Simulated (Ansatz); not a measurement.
Gas-phase electronic energies from Ansatz, PBE0-D4/def2-TZVP geometries. CCSD(T)/CBS adds triple-zeta CCSD(T) − MP2 to the extrapolated MP2 energy (def2 sets, frozen cores). DFT in def2-TZVPP. B3LYP here is the variant with VWN-RPA as its local correlation; programs differ in this. Elements past krypton have def2 core potentials. For Sb outer-core shells are correlated without core-valence functions, which leaves a few kJ/mol of doubt a bond. One conformer a species, not always the lowest.

Reaction (cleavage of the Si–Sb bond): `[SiH3][SbH2]` + `OB(O)O[SiH3]` → `OB(O[SiH3])O[SiH3]` + `[SbH3]`

`[SiH3][SbH2]`:

Cartesian coordinates in Å:
```
Si -0.184 0.856 -0.373
Sb -0.269 -1.141 1.249
H 0.271 2.058 0.375
H -1.556 1.110 -0.887
H 0.729 0.626 -1.522
H 1.434 -1.277 1.217
H -0.424 -2.232 -0.057
```

`OB(O)O[SiH3]`:

Z-matrix (Å, degrees):
```
Si
O 1 1.653
H 1 1.484 2 110.7
H 1 1.484 2 110.7 3 121.9
H 1 1.482 2 106.3 3 -119.0
B 2 1.365 1 130.1 3 -60.9
O 6 1.366 2 120.9 1 180.0
O 6 1.365 2 119.4 1 -0.0
H 7 0.960 6 112.1 2 0.0
H 8 0.960 6 112.6 2 180.0
```

`OB(O[SiH3])O[SiH3]`:

Cartesian coordinates in Å:
```
O -2.379 -0.295 1.317
B -1.190 -0.159 0.669
O -0.281 0.691 1.213
Si 1.081 1.535 0.881
O -0.966 -0.875 -0.478
Si 0.280 -1.248 -1.481
H -2.953 -0.925 0.875
H 2.256 0.838 1.460
H 1.263 1.671 -0.590
H 0.948 2.882 1.485
H 0.283 -0.330 -2.646
H 0.082 -2.642 -1.943
H 1.577 -1.142 -0.761
```

`[SbH3]`:

Cartesian coordinates in Å:
```
Sb 0.317 -0.065 0.644
H 0.800 -0.915 -0.755
H 0.208 1.397 -0.231
H -1.326 -0.417 0.342
```

| level | ΔE (eV) |
| --- | --- |
| B3LYP-D4 | -0.48 |
| ωB97M-V | -0.46 |

(1) What does CCSD(T)/CBS give? (Estimate.)

Largest T1 diagnostic among the species: 0.014.

## Answers

(1) Ansatz gave: -0.40 eV. The listed levels differ from it by -0.08, -0.06 eV.

In def2-TZVPP, CCSD(T) changes the Hartree–Fock value by +0.17 eV (the triples alone add +0.03 eV) and MP2 by +0.20 eV. The D4 term adds −0.05 eV with B3LYP and −0.03 eV with PBE0; it sums over pairs of atoms, weighted by their polarisabilities, and B3LYP, whose exchange is more repulsive, gets the larger term. From PBE to PBE0 (25 % exact exchange), in def2-TZVPP and without D4, ΔE moves by −0.05 eV.
